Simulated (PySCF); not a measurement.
H₄Zr, SMILES [ZrH4-], charge -1, multiplicity 2. Geometry optimised at PBE-D3(BJ)/def2-TZVPD. The spin state was assumed, not searched. The def2 effective core potentials stand for the cores of Zr; spin–orbit coupling is left out.

Computed equilibrium geometry at PBE-D3(BJ)/def2-TZVPD (PySCF confirms it by a frequency run) as a Z-matrix, and its point group:
point group D2d.
```
Zr
H 1 1.9378
H 1 1.9378 2 121.29
H 1 1.9378 2 103.91 3 116.12
H 1 1.9378 2 103.91 4 127.77
```
Charge -1, spin multiplicity 2.
